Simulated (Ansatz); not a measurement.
The same molecule with X = F, Cl, Br. Ansatz, PBE0-D4/def2-TZVP geometries, multiplicity 1. Each molecule was computed in one conformer, which needn't be the lowest.

Scalar relativity is left out up to krypton.

```csv
X,molecule,mean X–Si bond length / Å,size of the dipole moment (PBE/def2-TZVPP) / D,HOMO–LUMO gap (ωB97M-V/def2-TZVPP) / eV,LUMO energy (ωB97M-V/def2-TZVPP) / eV
Cl,`CN(C)[Si]Cl`,2.109,3.03,9.55,0.48
Br,`CN(C)[Si]Br`,2.286,3.27,9.30,0.33
```

**Question.** Give the row for X = F, `CN(C)[Si]F`. (Best estimate.)

**Answer.** Ansatz gave: 
| X | molecule | mean X–Si bond length / Å | size of the dipole moment (PBE/def2-TZVPP) / D | HOMO–LUMO gap (ωB97M-V/def2-TZVPP) / eV | LUMO energy (ωB97M-V/def2-TZVPP) / eV |
| --- | --- | --- | --- | --- | --- |
| F | `CN(C)[Si]F` | 1.626 | 2.58 | 10.05 | 0.86 |

From F to Br the mean X–Si bond length rises at each step, by 0.660 Å in all; the HOMO–LUMO gap (ωB97M-V/def2-TZVPP) falls at each step, by 0.75 eV in all; the LUMO energy (ωB97M-V/def2-TZVPP) falls at each step, by 0.53 eV in all. Bonds lengthen as the atom grows down the group. Dipoles are sizes alone, and their direction can turn along the series.

Spin–orbit coupling is left out; it splits and shifts lone-pair levels of the heavy atoms by tenths of an eV.
